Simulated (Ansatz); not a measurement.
Wavefunction ladder for AgF$_{3}$H$_{6}$NPSi$_{2}$ (`F[P+](F)(F)[Ag-][N]([SiH3])[SiH3]`)

```xyz
14

F    -2.077   -1.824   -3.260
P    -2.023   -1.986   -1.723
F    -1.793   -3.512   -1.635
F    -3.533   -1.926   -1.398
Ag   -0.645   -0.628   -0.551
N     0.589    0.590    0.494
Si   -0.117    1.629    1.651
Si    2.263    0.476    0.174
H    -1.606    1.511    1.603
H     0.221    3.066    1.418
H     0.299    1.318    3.053
H     2.503   -0.480   -0.949
H     3.053   -0.019    1.343
H     2.866    1.785   -0.221
```

Charge 0, multiplicity 1. Correlated methods include outer-core shells of Ag, which these sets cover unevenly. Ag: def2 effective core potential. Geometry: relaxed with PBE0-D4/def2-TZVP. It is one conformer, not always the lowest. Frozen core, restricted reference, Ansatz.

| basis | HF (Eh) | MP2 corr. |
| --- | --- | --- |
| def2-SVP | -1420.47608 | -1.41339 |
| def2-TZVPP | -1421.32737 | -2.07073 |
| def2-QZVPP | -1421.37723 | -2.27394 |

(1) Estimate the CCSD correlation energy and the (T) correction in each basis where they were run (hartree).

## Answers

(1) 
| basis | CCSD corr. | (T) |
| --- | --- | --- |
| def2-SVP | -1.44545 | -0.03770 |
| def2-TZVPP | -2.06852 | -0.07285 |
